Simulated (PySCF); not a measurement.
Si²⁺ (silicon, charge +2) across methods

[Ne] 3s1 4s1, high-spin 3S determinant (an excited configuration). Computed with PySCF 2.14 in aug-cc-pCVTZ-DK (8s7p5d3f, 75 functions), with scalar relativity by spin-free X2C-1e.

| method | E (hartree) | mean ε 2p β (eV) | mean ε 3s α (eV) | mean ε 4s α (eV) | Σ⟨r²⟩ (bohr²) | ⟨S²⟩ |
| --- | --- | --- | --- | --- | --- | --- |
| wB97X-V | -288.3471 | -131.34 | -37.225 | -14.398 | 28.19 | 2.000 |
| r2SCAN | -288.3630 | -126.21 | -33.931 | -12.584 | 28.20 | 2.000 |
| CAM-B3LYP | -288.3944 | -130.58 | -36.491 | -13.767 | 27.96 | 2.000 |
| PBE0 | -288.2750 | -129.44 | -34.872 | -13.163 | 27.84 | 2.000 |
| M06 | -288.3942 | -129.97 | -34.304 | -13.440 | 26.71 | 2.000 |
| B97-3 | -288.3598 | -129.94 | -34.828 | -13.083 | 27.66 | 2.000 |
| PBE | -288.2517 | -124.07 | -33.593 | -12.700 | 27.60 | 2.000 |
| LDA | -287.2240 | -124.17 | -33.804 | -12.643 | 27.60 | 2.000 |
| UHF | -287.94182 | -144.28 | -38.315 | -14.174 | 29.01 | 2.000 |

The outer electron is Rydberg-like, and this basis confines it to a smaller radius and binds it less than a complete one would.
